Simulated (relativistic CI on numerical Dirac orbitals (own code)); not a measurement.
# Pb66+: sensitivity of the levels to the model

Base calculation: Dirac-Coulomb-Breit CI, separate exchange-only KLI orbitals for each configuration, a model potential for QED, unscaled Slater integrals.

Configuration list (outside the closed core [Ne]): 3s²3p⁴, 3s²3p³3d, 3s3p⁵, 3p⁶, 3s3p⁴3d, 3s3p³3d², 3p⁵3d, 3s²3p²3d4p, 3s²3p³4s, 3s3p³3d4s, 3p⁵4s, 3s²3p³4p, 3s²3p²3d², 3s²3p3d³, 3s3p²3d³, 3s²3p3d²4s, 3s²3p3d²4p, 3p⁴3d², 3p³3d³, 3p³3d²4s, 3p³3d²4p. Double excitations out of closed p, d and f shells are left out; levels of such configurations are missing from the list, as are those of other unlisted configurations, and high levels can miss mixing partners.

Variants: (1) QED terms removed; (2) only the first 3 configurations. Shifts of the energy above 3s²3p⁴ ³P2, in eV, for the lowest level and the first level of each name with at least 55 % of one term (blank where a level changes its place among those of its configuration and J or its character, or is not in the variant):

```tsv
Level	Base	Δ(1)	Δ(2)
3s²3p⁴ ³P2	0.00	0.00	0.00
3s²3p⁴ ¹S0	22.82	+0.01	+1.38
3s²3p³3d ³P°0	278.43	+1.46	-1.95
3s²3p⁴ ³P1	573.89	-0.40	+1.62
3s²3p²3d² ³P0	577.69	+2.81	
3s²3p⁴ ¹D2	584.65	-0.40	+2.01
3s3p⁵ ³P°2	790.86	+5.46	-0.53
3s²3p³3d ³G°5	977.46	+0.72	-1.78
3s3p⁴3d ³P0	1087.40	+6.50
```

At this charge energies of transitions that change n are usually good to better than 1 %, and those within a shell (Δn = 0) to a few per cent.

Ionisation energy from the two ground configurations alone: base 7648.04 eV. The NIST ASD value (theoretical) is 7650 eV.

LS names give the leading component of a level, which can be under half, so a name can repeat, a term be missing and a line seem to break the LS rules.
